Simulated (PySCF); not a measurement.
**Spinor energies of Nb²⁸⁺ (niobium, charge +28)**

Start: [Ne] 3s2 3p1; 3p3/2 filled at m_j = +3/2. Calculated with PySCF 2.14 in an even-tempered Gaussian basis (19 s from 4.3 bohr⁻², ratio 2.4; 13 p from 5.6 bohr⁻², ratio 2.4; 5 d from 20 bohr⁻², ratio 2.6; 4 f from 30 bohr⁻², ratio 2.6): generalised Hartree-Fock with the X2C-1e Hamiltonian and a Gaussian nucleus; one run each with spin-orbit coupling (SO) screened by Boettger's factors, then bare. This is a chosen level, not necessarily the ground level.

| spinor shell | electrons | ε, screened SO (eV) | ε, bare SO (eV) | weight of nominal j (bare SO) | rms radius, bare SO (bohr) |
| --- | --- | --- | --- | --- | --- |
| 1s1/2 | 2 | -20512.8 | -20512.8 | 1.000 | 0.0414 |
| 2s1/2 | 2 | -4097.0 | -4097.0 | 1.000 | 0.168 |
| 2p1/2 | 2 | -3873.3 | -3877.0 | 1.000 | 0.146 |
| 3s1/2 | 2 | -1563.4 | -1563.4 | 1.000 | 0.410 |
| 3p3/2 | 1 | -1477.8 | -1477.4 | 1.000 | 0.402 |

Question: Where does 2p3/2 lie, and what is the 2p spin-orbit splitting (bare SO)?

Answer: At -3773.5 eV, 103.54 eV above 2p1/2.

| quantity | screened SO | bare SO |
| --- | --- | --- |
| E (hartree) | -3252.93035 | -3252.95397 |
| M_J | 3/2 | 3/2 |
| ⟨J²⟩ | 3.751 | 3.751 |
| ⟨L²⟩ | 2.003 | 2.003 |
| ⟨S²⟩ | 0.753 | 0.753 |

Each row is a mean over spinors that exchange with the open shell spreads, by up to 14.037 eV (3s1/2).

Breit and QED terms are absent; they matter most for the inner s and p1/2 levels.

Densities and radii are taken from the X2C orbitals without a picture-change correction, which distorts them close to the nucleus.
